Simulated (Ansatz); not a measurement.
Cost and result for the atomization energy of C₂H₆ClGeN (`C[N](C)[Ge][Cl]`) (11 atoms, 10 bonds).

Cartesian coordinates in Å:
```
C 0.6112 0.0389 0.9848
N -0.2649 0.1566 -0.1533
C 0.0323 -0.7928 -1.2018
Ge -1.6556 1.2958 -0.4577
Cl -1.6076 2.4479 1.4326
H 0.3500 0.7722 1.7456
H 1.6557 0.1977 0.6876
H 0.5418 -0.9641 1.4250
H 1.0541 -0.6610 -1.5790
H -0.6566 -0.6663 -2.0426
H -0.0604 -1.8248 -0.8410
```

Charge 0, multiplicity 1. Correlated methods include outer-core shells of Ge, which these sets cover unevenly. Scalar relativity is left out up to krypton. All single points use the PBE0-D4/def2-TZVP geometry. It is one conformer, not always the lowest. Program: Ansatz. All runs use 4 threads of an Intel Xeon on a shared host. Times are those of one run each, without the atoms' runs, and a repeat can differ threefold. Electronic energies, without spin–orbit coupling; frozen cores. CCSD(T)/CBS adds CCSD(T) − MP2 in def2-TZVPP to the MP2 limit, and its time is that of the two runs behind it. T1 = 0.014. With those shells the extrapolation isn't a true limit. B3LYP takes the VWN-RPA correlation (the form of Gaussian; ORCA's B3LYP/G).

CCSD(T)/CBS is a level of theory with its own doubt, some kJ/mol a heavy atom from the limit and from the frozen cores, so smaller differences don't rank the functionals.

```
                            level  functions  wall time
           LDA (SPW92)/def2-TZVPP        267      4.9 s
               PBE0-D4/def2-TZVPP        267       12 s
          CAM-B3LYP-D4/def2-TZVPP        267       13 s
            r2SCANh-D4/def2-TZVPP        267       14 s
B3LYP-D4/def2-TZVPP (with forces)        267       16 s
              PBE-QIDH/def2-TZVPP        267       20 s
                B97M-V/def2-TZVPP        267       22 s
               ωB97X-V/def2-TZVPP        267       22 s
                 CCSD(T)/def2-SVP        122       24 s
 ωB97M-V/def2-TZVPP (with forces)        267       29 s
                   MP2/def2-QZVPP        510       67 s
               CCSD(T)/def2-TZVPP        267    6.4 min
                CCSD(T)/CBS(def2)          –    7.6 min
```

**Question.** What atomization energy does each give, and how far from CCSD(T)/CBS? (Estimate.)

**Answer.** Computed: 
| level | atomization (kcal/mol) | difference from CCSD(T)/CBS | per bond |
| --- | --- | --- | --- |
| LDA (SPW92)/def2-TZVPP | 1092.5 | 142.9 | 14.3 |
| PBE0-D4/def2-TZVPP | 952.9 | 3.3 | 0.3 |
| CAM-B3LYP-D4/def2-TZVPP | 952.2 | 2.6 | 0.3 |
| r2SCANh-D4/def2-TZVPP | 943.6 | -6.0 | -0.6 |
| B3LYP-D4/def2-TZVPP (with forces) | 951.2 | 1.6 | 0.2 |
| PBE-QIDH/def2-TZVPP | 942.1 | -7.5 | -0.7 |
| B97M-V/def2-TZVPP | 952.0 | 2.4 | 0.2 |
| ωB97X-V/def2-TZVPP | 951.7 | 2.1 | 0.2 |
| CCSD(T)/def2-SVP | 894.3 | -55.3 | -5.5 |
| ωB97M-V/def2-TZVPP (with forces) | 950.6 | 1.0 | 0.1 |
| MP2/def2-QZVPP | 951.8 | 2.2 | 0.2 |
| CCSD(T)/def2-TZVPP | 923.1 | -26.5 | -2.6 |
| CCSD(T)/CBS(def2) | 949.6 | 0.0 | 0.0 |

From BLYP to BHLYP (50 % exact exchange), in def2-TZVPP and without D4, the atomization energy moves by −25.0 kcal/mol: exact exchange takes away binding that semilocal exchange gives to molecules. The D4 term adds +10.7 kcal/mol with B3LYP and +5.6 kcal/mol with PBE0; it sums over pairs of atoms, weighted by their polarisabilities, and B3LYP, whose exchange is more repulsive, gets the larger term. Leaving LDA and LC-ωPBE aside and taking each functional with its dispersion term where it has one, the values, not all of them listed here, spread over 51.1 kcal/mol, from BHLYP-D4 to PBE-D4. LDA lies +126.5 kcal/mol from PBE without D4, its usual overbinding.
